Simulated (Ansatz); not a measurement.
CH$_{5}$BFIn (`[BH2][InH][CH2]F`), relaxed with RKS PBE0-D4/def2-TZVP in Ansatz 0.2.0 from a GFN2-xTB geometry. The force threshold is 0.005 eV/Å; the program also tests the step.

Charge 0, multiplicity 1. In takes the def2 core potential.

Start:

```xyz
9

B    -0.813   -1.740    1.020
In   -0.924    0.183   -0.211
C     1.042    1.200   -0.694
F     1.909    0.392    0.081
H    -0.628   -2.766    0.494
H    -0.843   -1.695    2.187
H    -2.338    1.067   -0.833
H     1.417    1.137   -1.720
H     1.178    2.221   -0.325
```

```csv
step,energy (eV),largest force (eV/Å),largest move (Å)
1,-9680.0193,1.109,0.000
2,-9680.1108,1.215,0.194
3,-9680.1743,0.617,0.076
4,-9680.1836,0.403,0.038
5 (rejected),-9680.1805,0.277,0.132
6,-9680.1914,0.039,0.064
7,-9680.1916,0.091,0.081
8,-9680.1947,0.065,0.063
9,-9680.1950,0.086,0.038
10 (rejected),-9680.1937,0.117,0.074
11,-9680.1963,0.006,0.031
12,-9680.1964,0.005,0.020
```

End:

```xyz
9

B    -0.866   -1.732    1.031
In   -0.785    0.140   -0.179
C     1.085    1.177   -0.645
F     2.195    0.536   -0.098
H    -0.792   -2.813    0.523
H    -0.979   -1.708    2.223
H    -2.152    0.960   -0.866
H     1.231    1.238   -1.729
H     1.063    2.202   -0.260
```

Hardware: 2 threads of an AMD EPYC 7R13 on a shared host and a share of an NVIDIA H100 80 GB. Wall time 39 s, peak host memory 0.84 GiB.
